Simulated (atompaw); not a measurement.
**Pseudopotential generation for chromium: PAW (atompaw), PBE, scalar-relativistic.**

The input file (atompaw 4.2.0.5):

```
Cr 24
GGA-PBE scalarrelativistic loggrid 1500 logderivrange -2 5 176
4 4 3 0 0 0
4 0 1
4 1 0
3 2 5
0 0 0
c
c
c
v
c
c
v
v
2
3.00 2.30 2.10 2.35
y
1
n
y
0.25
n
y
3.9
n
custom rrkj gramschmidtortho besselshape
bessel
3.00
1.95
3.00
3.00
1.55
1.55
PWSCFOUT
UPFDX 0.0125d0 UPFXMIN -7.d0 UPFZMESH 24.d0
END
```

Command:

```bash
atompaw < Cr.input > Cr.log
```

Resulting log (summary file):

```
Completed calculations for Cr (AE)

 Exchange-correlation type: GGA, Perdew-Burke-Ernzerhof

 Radial integration grid is logarithmic
 r0 =   3.4351539E-04 h =   8.2443693E-03   n =      1500 rmax =   8.0000000E+01

 Scalar relativistic calculation

 AEatom converged in  36 iterations
   nz     =  24.00
   delta  =       1.079125827911E-15

 All Electron Orbital energies:
  n  l      occupancy      energy
  1  0      2.0000000E+00 -4.3224304E+02
  2  0      2.0000000E+00 -4.9034356E+01
  3  0      2.0000000E+00 -5.4382824E+00
  4  0      1.0000000E+00 -2.9453787E-01
  2  1      6.0000000E+00 -4.1210605E+01
  3  1      6.0000000E+00 -3.3400233E+00
  4  1      0.0000000E+00 -7.2658012E-02
  3  2      5.0000000E+00 -2.1412550E-01

 Total energy
   Total                    :    -2101.05591269173374

 ---
 Completed calculations for Cr (SC)

 Exchange-correlation type: GGA, Perdew-Burke-Ernzerhof

 Radial integration grid is logarithmic
 r0 =   3.4351539E-04 h =   8.2443693E-03   n =      1500 rmax =   8.0000000E+01

 Scalar relativistic calculation

 SCatom converged in   4 iterations
   nz     =  24.00
   delta  =       3.291312167499E-17

 Valence Electron Orbital energies:
  n  l      occupancy      energy
   4  0      1.0000000E+00 -2.9453787E-01
   4  1      0.0000000E+00 -7.2658012E-02
   3  2      5.0000000E+00 -2.1412550E-01

 Total energy
   Total                    :    -2101.05591269360502
   Valence                  :     -109.15466420234108

 PAW parameters:
       lmax =            2
         rc =    3.0061424621967801
        irc =         1102
   rc_shape =    2.3089742237199467
    rc_vloc =    2.1087622875362948
    rc_core =    2.3668030235843887
   Vloc: truncated form - Vps(r)=A.sin(qr)/r for r<rc
   Projector type: RRKJ pseudization + Gram-Schmidt ortho.
   Bessel compensation charge shape zeroed at   2.3090E+00

 Number of basis functions     6
 No.   n  nodes  l      Energy         Cp coeff         Occ
  1    4    3    0   -0.2945379E+00  0.1000000E+01  0.1000000E+01
  2  999    4    0    0.1000000E+01 -0.4890097E+00  0.0000000E+00
  3    4    2    1   -0.7265801E-01  0.1000000E+01  0.0000000E+00
  4  999    3    1    0.2500000E+00  0.4439610E-02  0.0000000E+00
  5    3    0    2   -0.2141255E+00  0.1000000E+01  0.5000000E+01
  6  999    1    2    0.3900000E+01  0.6525009E+00  0.0000000E+00

 Eigenvalues of overlap operator (in the basis of projectors):
    1        3.61297724E-03
    2        9.42818549E-02
    3        5.41736061E-01
    4        7.97940246E-01
    5        3.92102971E+00
    6        8.59144001E+00

 Orbital leakage outside PAW augmentation regions
   orb  is_core?  %out_of_sphere
   1 0    T          -0.00
   2 0    T           0.00
   3 0    T           0.01
   4 0    F          56.80
   2 1    T           0.00
   3 1    T           0.06
   4 1    F          85.08
   3 2    F           8.25

 Summary of PAW energies
   Total valence energy     :   -109.15458242720612
   Smooth energy            :     21.22533900817923
   One center               :   -130.37992143538534
   Smooth kinetic           :     18.02752320878525
   Vloc energy              :      3.07232215821510
   Smooth exch-corr         :     -3.77918982482169
   One-center xc            :    -93.43970820968624
```

The run took about 5.4 s on one core of a shared server CPU.
